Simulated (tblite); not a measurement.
C₆H₁₃NSi₂.
Cartesian coordinates in Å at the GFN2-xTB level; atoms count from 1:
```xyz
22
C6H13NSi2 angstrom
C      2.656    1.682    0.175
N      1.586    1.162   -0.207
C      1.352   -0.240   -0.087
C      0.017   -0.455    0.644
C     -0.345   -1.946    0.710
Si    -1.602   -2.247   -0.691
C     -1.888   -0.403   -0.845
C     -1.029    0.317   -0.118
Si    -0.946    2.201   -0.103
H      3.496    1.120    0.601
H      2.775    2.750    0.076
H      2.175   -0.766    0.426
H      1.249   -0.645   -1.099
H      0.124   -0.034    1.652
H      0.549   -2.563    0.649
H     -0.804   -2.160    1.675
H     -0.996   -2.865   -1.879
H     -2.754   -3.046   -0.264
H     -2.641    0.078   -1.449
H     -2.345    2.665   -0.046
H     -0.288    2.688    1.110
H     -0.352    2.726   -1.329
```

Level: GFN2-xTB in tblite, geometry and Hessian alike; calculated harmonic values, unscaled, isolated species. The method is semi-empirical: single wavenumbers can be off by several per cent or more. Modes of hydrogen on silicon can be 10 to 20 % off. One conformer, not necessarily the lowest.

Harmonic wavenumbers (cm⁻¹): 43.9, 83.4, 109.1, 131.6, 164.9, 223.3, 241.4, 271.5, 339.6, 373.3, 427.6, 464.4, 495.2, 524.4, 535.2, 553.7, 608.3, 631.8, 682.8, 725.3, 755.6, 759.0, 795.9, 805.2, 813.3, 820.1, 836.9, 840.4, 952.5, 981.8, 999.5, 1031.8, 1045.7, 1091.8, 1135.9, 1173.8, 1204.7, 1214.1, 1232.5, 1281.4, 1296.0, 1332.0, 1415.8, 1458.5, 1489.3, 1617.9, 1759.0, 2150.1, 2203.9, 2238.6, 2240.7, 2279.1, 2825.9, 2871.0, 2903.0, 2936.7, 2985.7, 3006.7, 3072.1, 3078.4.

A = 1820, B = 862.6, C = 642.8 MHz; mass 155.059 u (most abundant isotopes); point group C1, symmetry number 1.

What is the zero-point energy?

½Σν̃ = 36282 cm⁻¹ = 103.73 kcal/mol.

Entropy at 298.15 K, 1 bar (ideal gas, RRHO, classical rotation)?

Translation 41.05, rotation 30.14, vibration 33.15: S = 104.3 cal/(mol K).

And Cp and H(298.15 K) − H(0)?

Cp = 46.40 cal/(mol K), of which vibrations give 38.45 (their classical limit is 60 R = 119.2); H(298.15 K) − H(0) = 7.81 kcal/mol without the zero-point energy, 5.44 from vibrations.

What must be added to the electronic energy to get the Gibbs energy at 298.15 K and 1 bar?

ZPE + [H(298.15 K) − H(0)] − T·S = 103.73 + 7.81 − 31.11 = 80.43 kcal/mol.

Blend soft modes into free rotors: weight 1/[1 + (100 cm⁻¹/ν̃)⁴] for the oscillator and the rest for a rotor with moment μB/(μ + B), μ = h/(8π²ν), B = 10⁻⁴⁴ kg m². What vibrational entropy results?

30.99 cal/(mol K) in place of 33.15, which changes −T·S at 298.15 K by +0.64 kcal/mol.

Which modes carry the vibrational entropy at 298.15 K?

43.9 cm⁻¹: 5.07; 83.4 cm⁻¹: 3.81; 109.1 cm⁻¹: 3.28; 131.6 cm⁻¹: 2.92; 164.9 cm⁻¹: 2.49; 223.3 cm⁻¹: 1.93 cal/(mol K); the other 54 give 13.63 together.

Hindered rotation and anharmonicity are outside this model. Other conformers, if any are populated, would add a mixing term that is left out. The structure is chiral; the term R ln 2 for an equal mix with its mirror image is left out.
